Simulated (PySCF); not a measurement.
Simulation results for CH3BClGe, BGeH2O2, AlBGeH4N, GeH4NSi and others

Calculation on a computer-drawn molecule: the log of a Hartree-Fock and frozen-core CCSD(T) single point meant for a local Hartree-Fock minimum, with one planted fault or none, to be diagnosed. Offsets are logged minus clean, where the clean run is the same molecule without the fault. The reference is restricted for singlets and unrestricted otherwise, and also for a bond in bohr or an excited solution. Adding or removing an electron swaps singlet and doublet. The excited solution moves the top pair (singlet) or top alpha electron (doublet) to the lowest empty orbital. Highest occupied and lowest empty are orbital energies over both spins, largest force is the largest gradient component, triples share is (T) over the correlation energy, the T1 limit is 0.02 restricted and 0.045 unrestricted, electrons count all cores, a negative frequency is imaginary (commonest isotopes), and the dipole is about the centre of nuclear charge; on germanium a core potential holds 10 electrons, which the energies leave out, and 3d is frozen in MP2 and coupled-cluster steps. Program: PySCF 2.14.0.

Common to all runs: meant basis and core potential on germanium cc-pVDZ-PP ECP10MDF; logged SCF converged yes; possible faults no fault, one electron removed, one electron added, multiplicity raised by two, geometry at a saddle point, SCF held on an excited solution, minimal basis STO-3G, one bond length entered in bohr, all coordinates scaled.

(1) 
```xyz
7
formula=CH3BClGe meant_charge=1 meant_multiplicity=1 meant_basis=cc-pV(D+d)Z logged_electrons=62 logged_basis_functions=89 logged_spin_squared=2.02 logged_highest_occupied=-11.836 logged_lowest_empty=-6.8789 logged_largest_force=0.064415 logged_T1_diagnostic=0.021046 logged_D1_diagnostic=0.089405 logged_triples_share=0.029264 logged_CC_converged=yes logged_dipole_magnitude=9.2604 logged_SCF_stable_within_its_kind=yes logged_energy_HF=-816.79952 logged_energy_CCSD(T)=-817.23765 planted_fault=multiplicity_raised_by_two HF_energy_offset_from_clean_run=68.16 CCSD(T)_energy_offset_from_clean_run=86.61
B     -0.2081     0.4819    -2.1027
C      0.3579     1.2599    -1.0729
Ge     0.8810     0.5389     0.5145
Cl     1.7029     1.7740     1.9643
H     -0.6762    -0.1898    -2.9421
H      0.4991     2.3308    -1.2026
H      0.7819    -0.9106     0.9136
```

Units: logged_highest_occupied, logged_lowest_empty in eV; logged_largest_force in hartree/bohr; logged_dipole_magnitude in debye; logged_energy_HF, logged_energy_CCSD(T) in hartree; HF_energy_offset_from_clean_run, CCSD(T)_energy_offset_from_clean_run in kcal/mol.

Drawn bonds:
```
atom  other atom  order
   1           2      2
   2           3      1
   3           4      1
   1           5      1
   2           6      1
   3           7      1
```

(2) 
```xyz
6
formula=BGeH2O2 meant_charge=1 meant_multiplicity=1 meant_basis=cc-pVDZ logged_electrons=54 logged_basis_functions=75 logged_spin_squared=0 logged_highest_occupied=-19.275 logged_lowest_empty=-6.4299 logged_largest_force=1.781e-05 logged_lowest_frequency=136 logged_T1_diagnostic=0.023965 logged_D1_diagnostic=0.07603 logged_triples_share=0.032482 logged_CC_converged=yes logged_dipole_magnitude=6.2328 logged_SCF_stable_within_its_kind=yes logged_energy_HF=-468.71508 logged_energy_CCSD(T)=-469.27459 planted_fault=no_fault HF_energy_offset_from_clean_run=0 CCSD(T)_energy_offset_from_clean_run=0
O     -2.4454     1.7245     3.8165
B     -1.9047     1.4856     2.8054
Ge    -0.8974     1.1148     1.0748
O     -1.8081     0.1758     0.0024
H      0.4876     1.5699     0.6921
H     -1.4880    -0.0915    -0.8569
```

Units: logged_highest_occupied, logged_lowest_empty in eV; logged_largest_force in hartree/bohr; logged_lowest_frequency in cm⁻¹; logged_dipole_magnitude in debye; logged_energy_HF, logged_energy_CCSD(T) in hartree; HF_energy_offset_from_clean_run, CCSD(T)_energy_offset_from_clean_run in kcal/mol.

Drawn bonds:
```
atom  other atom  order
   1           2      2
   2           3      1
   3           4      1
   3           5      1
   4           6      1
```

Notes: T1 above single-reference limit.

(3) 
```xyz
8
formula=AlBGeH4N meant_charge=0 meant_multiplicity=2 meant_basis=cc-pV(D+d)Z logged_electrons=61 logged_basis_functions=94 logged_spin_squared=3.7613 logged_highest_occupied=-6.2826 logged_lowest_empty=-3.4676 logged_largest_force=0.066186 logged_dipole_magnitude=3.5723 logged_SCF_stable_within_its_kind=yes logged_energy_HF=-616.56016 planted_fault=multiplicity_raised_by_two HF_energy_offset_from_clean_run=114.4
Al     2.4847     1.5742     2.2188
B      1.1031     0.3867     1.1319
N      0.2739    -0.3073     0.5078
Ge    -0.7810    -1.3406    -0.5435
H      2.7212     3.0762     1.8011
H      3.2656     0.9466     3.4364
H     -1.2003    -2.5972     0.2349
H     -2.0080    -0.5285    -0.9858
```

Units: logged_highest_occupied, logged_lowest_empty in eV; logged_largest_force in hartree/bohr; logged_dipole_magnitude in debye; logged_energy_HF in hartree; HF_energy_offset_from_clean_run in kcal/mol.

Drawn bonds:
```
atom  other atom  order
   1           2      1
   2           3      2
   3           4      1
   1           5      1
   1           6      1
   4           7      1
   4           8      1
```

Notes: coupled-cluster numbers left out as unreliable.

(4) 
```xyz
7
formula=GeH4NSi meant_charge=0 meant_multiplicity=2 meant_basis=cc-pV(D+d)Z logged_electrons=57 logged_basis_functions=80 logged_spin_squared=3.7859 logged_highest_occupied=-6.5081 logged_lowest_empty=-0.14789 logged_largest_force=0.115 logged_T1_diagnostic=0.021227 logged_D1_diagnostic=0.077984 logged_triples_share=0.026155 logged_CC_converged=yes logged_dipole_magnitude=1.8978 logged_SCF_stable_within_its_kind=yes logged_energy_HF=-638.93261 logged_energy_CCSD(T)=-639.28317 planted_fault=multiplicity_raised_by_two HF_energy_offset_from_clean_run=59.37 CCSD(T)_energy_offset_from_clean_run=86.88
Si     1.0918     0.3752     0.1475
N      0.1217     1.0710    -0.8615
Ge    -0.4625     1.0901    -2.5827
H      1.1766     0.7917     1.5562
H      2.0191    -0.7400    -0.1324
H     -1.9816     0.8222    -2.5979
H     -0.1779     2.4786    -3.1916
```

Units: logged_highest_occupied, logged_lowest_empty in eV; logged_largest_force in hartree/bohr; logged_dipole_magnitude in debye; logged_energy_HF, logged_energy_CCSD(T) in hartree; HF_energy_offset_from_clean_run, CCSD(T)_energy_offset_from_clean_run in kcal/mol.

Drawn bonds:
```
atom  other atom  order
   1           2      1
   2           3      2
   1           4      1
   1           5      1
   3           6      1
   3           7      1
```

(5) 
```xyz
9
formula=GeH5N2Si meant_charge=0 meant_multiplicity=2 meant_basis=cc-pV(D+d)Z logged_electrons=65 logged_basis_functions=99 logged_spin_squared=0.8046 logged_highest_occupied=-7.5738 logged_lowest_empty=1.4588 logged_largest_force=5.9e-06 logged_lowest_frequency=56.545 logged_T1_diagnostic=0.023595 logged_D1_diagnostic=0.10588 logged_triples_share=0.032833 logged_CC_converged=yes logged_dipole_magnitude=2.3466 logged_SCF_stable_within_its_kind=yes logged_energy_HF=-694.07966 logged_energy_CCSD(T)=-694.65298 planted_fault=no_fault HF_energy_offset_from_clean_run=0 CCSD(T)_energy_offset_from_clean_run=0
N     -1.6373     2.1442     2.5682
Ge    -0.4620     0.8852     1.8797
N      0.0470     1.3392     0.2055
Si    -0.2991     2.1866    -1.0689
H     -1.8484     2.0056     3.5431
H     -2.5129     2.2065     2.0757
H      0.7652     0.8802     2.8144
H     -1.4142     3.1426    -1.2262
H      0.4828     2.0739    -2.3105
```

Units: logged_highest_occupied, logged_lowest_empty in eV; logged_largest_force in hartree/bohr; logged_lowest_frequency in cm⁻¹; logged_dipole_magnitude in debye; logged_energy_HF, logged_energy_CCSD(T) in hartree; HF_energy_offset_from_clean_run, CCSD(T)_energy_offset_from_clean_run in kcal/mol.

Drawn bonds:
```
atom  other atom  order
   1           2      1
   2           3      2
   3           4      1
   1           5      1
   1           6      1
   2           7      1
   4           8      1
   4           9      1
```

(6) 
```xyz
10
formula=B2GeH6N meant_charge=1 meant_multiplicity=1 meant_basis=cc-pVDZ logged_electrons=54 logged_basis_functions=95 logged_spin_squared=0 logged_highest_occupied=-15.306 logged_lowest_empty=-3.3892 logged_largest_force=0.055246 logged_T1_diagnostic=0.01722 logged_D1_diagnostic=0.053602 logged_triples_share=0.032513 logged_CC_converged=yes logged_dipole_magnitude=4.9885 logged_SCF_stable_within_its_kind=yes logged_energy_HF=-400.38971 logged_energy_CCSD(T)=-400.8723 planted_fault=all_coordinates_scaled,by_+8.2_% HF_energy_offset_from_clean_run=31.47 CCSD(T)_energy_offset_from_clean_run=21.12
B      0.7244    -0.3478     1.2369
N      0.8568     0.4404     0.0880
Ge    -0.7528     0.8750    -1.3506
B     -0.7538     3.1091    -1.6513
H      0.5417    -1.0676     2.2624
H      1.8254     0.8830    -0.1630
H     -0.2802    -0.0712    -2.6096
H     -2.0163     0.2123    -0.5276
H      0.1544     3.8398    -1.1016
H     -1.6830     3.6067    -2.3913
```

Units: logged_highest_occupied, logged_lowest_empty in eV; logged_largest_force in hartree/bohr; logged_dipole_magnitude in debye; logged_energy_HF, logged_energy_CCSD(T) in hartree; HF_energy_offset_from_clean_run, CCSD(T)_energy_offset_from_clean_run in kcal/mol.

Drawn bonds:
```
atom  other atom  order
   1           2      1
   2           3      1
   3           4      1
   1           5      1
   2           6      1
   3           7      1
   3           8      1
   4           9      1
   4          10      1
```

(7) 
```xyz
7
formula=AlBGeH3N meant_charge=0 meant_multiplicity=1 meant_basis=cc-pV(D+d)Z logged_electrons=60 logged_basis_functions=89 logged_spin_squared=0 logged_highest_occupied=-4.1399 logged_lowest_empty=-3.9768 logged_largest_force=0.12543 logged_CC_converged=no logged_dipole_magnitude=12.629 logged_SCF_stable_within_its_kind=no logged_energy_HF=-615.7872 planted_fault=SCF_held_on_an_excited_solution HF_energy_offset_from_clean_run=192.3
B     -1.5851     1.8776    -1.0081
Al    -0.0482     2.4205     0.3782
N      1.1269     2.8333     1.4415
Ge     2.3170     3.1174     2.7561
H     -1.4049     1.0076    -1.8087
H     -2.6409     2.4394    -0.9991
H      3.1931     4.2746     2.0541
```

Units: logged_highest_occupied, logged_lowest_empty in eV; logged_largest_force in hartree/bohr; logged_dipole_magnitude in debye; logged_energy_HF in hartree; HF_energy_offset_from_clean_run in kcal/mol.

Drawn bonds:
```
atom  other atom  order
   1           2      1
   2           3      2
   3           4      1
   1           5      1
   1           6      1
   4           7      1
```

Notes: CCSD not converged.

(8) 
```xyz
6
formula=BCl2GeH2 meant_charge=1 meant_multiplicity=1 meant_basis=cc-pV(D+d)Z logged_electrons=72 logged_basis_functions=93 logged_spin_squared=0 logged_highest_occupied=-16.838 logged_lowest_empty=-4.7477 logged_largest_force=4.638e-05 logged_lowest_frequency=69.784 logged_T1_diagnostic=0.015844 logged_D1_diagnostic=0.045979 logged_triples_share=0.031013 logged_CC_converged=yes logged_dipole_magnitude=5.5087 logged_SCF_stable_within_its_kind=yes logged_energy_HF=-1238.00142 logged_energy_CCSD(T)=-1238.48961 planted_fault=no_fault HF_energy_offset_from_clean_run=0 CCSD(T)_energy_offset_from_clean_run=0
Cl    -2.3703     1.4576    -3.4810
B     -1.9840     1.0656    -1.9572
Ge    -1.5078     0.6392     0.1029
Cl    -2.1831     2.4475     0.9952
H     -0.0049     0.4971     0.1371
H     -2.3670    -0.5479     0.4669
```

Units: logged_highest_occupied, logged_lowest_empty in eV; logged_largest_force in hartree/bohr; logged_lowest_frequency in cm⁻¹; logged_dipole_magnitude in debye; logged_energy_HF, logged_energy_CCSD(T) in hartree; HF_energy_offset_from_clean_run, CCSD(T)_energy_offset_from_clean_run in kcal/mol.

Drawn bonds:
```
atom  other atom  order
   1           2      1
   2           3      1
   3           4      1
   3           5      1
   3           6      1
```

(9) 
```xyz
8
formula=BClGeH4O meant_charge=0 meant_multiplicity=1 meant_basis=cc-pV(D+d)Z logged_electrons=67 logged_basis_functions=94 logged_spin_squared=0.7633 logged_highest_occupied=0.88274 logged_lowest_empty=8.8413 logged_largest_force=0.080579 logged_T1_diagnostic=0.014141 logged_D1_diagnostic=0.054683 logged_triples_share=0.024759 logged_CC_converged=yes logged_dipole_magnitude=2.5723 logged_SCF_stable_within_its_kind=yes logged_energy_HF=-854.78154 logged_energy_CCSD(T)=-855.35899 planted_fault=one_electron_added HF_energy_offset_from_clean_run=42.63 CCSD(T)_energy_offset_from_clean_run=35.53
O     -0.0979     2.0298     2.6898
B      0.1881     1.1629     1.7111
Cl    -0.0822    -0.5558     2.0865
Ge     0.9147     1.6852    -0.1841
H      0.0536     2.9366     2.4667
H     -0.0488     1.2150    -1.2770
H      1.0679     3.2123    -0.2976
H      2.2836     1.0445    -0.4293
```

Units: logged_highest_occupied, logged_lowest_empty in eV; logged_largest_force in hartree/bohr; logged_dipole_magnitude in debye; logged_energy_HF, logged_energy_CCSD(T) in hartree; HF_energy_offset_from_clean_run, CCSD(T)_energy_offset_from_clean_run in kcal/mol.

Drawn bonds:
```
atom  other atom  order
   1           2      1
   2           3      1
   2           4      1
   1           5      1
   4           6      1
   4           7      1
   4           8      1
```

Notes: highest electron not bound in this basis.

(10) 
```xyz
7
formula=BClGeH3N meant_charge=0 meant_multiplicity=1 meant_basis=cc-pV(D+d)Z logged_electrons=64 logged_basis_functions=89 logged_spin_squared=0.9112 logged_highest_occupied=-7.6928 logged_lowest_empty=0.21499 logged_largest_force=0.0049752 logged_T1_diagnostic=0.033691 logged_D1_diagnostic=0.15933 logged_triples_share=0.032341 logged_CC_converged=yes logged_dipole_magnitude=3.2908 logged_SCF_stable_within_its_kind=yes logged_energy_HF=-833.74555 logged_energy_CCSD(T)=-834.25192 planted_fault=one_bond_length_entered_in_bohr,row_6_of_the_drawn_bonds HF_energy_offset_from_clean_run=46.84 CCSD(T)_energy_offset_from_clean_run=58.41
N     -0.7628     0.8504    -0.2581
B     -0.5968     2.1717    -0.6378
Cl     1.0187     2.9319    -0.3088
Ge    -1.8793     3.5250    -1.6588
H     -0.0444     0.3249     0.1995
H     -1.6114     0.3445    -0.4011
H     -2.8514     4.7374     0.8994
```

Units: logged_highest_occupied, logged_lowest_empty in eV; logged_largest_force in hartree/bohr; logged_dipole_magnitude in debye; logged_energy_HF, logged_energy_CCSD(T) in hartree; HF_energy_offset_from_clean_run, CCSD(T)_energy_offset_from_clean_run in kcal/mol.

Drawn bonds:
```
atom  other atom  order
   1           2      1
   2           3      1
   2           4      1
   1           5      1
   1           6      1
   4           7      1
```
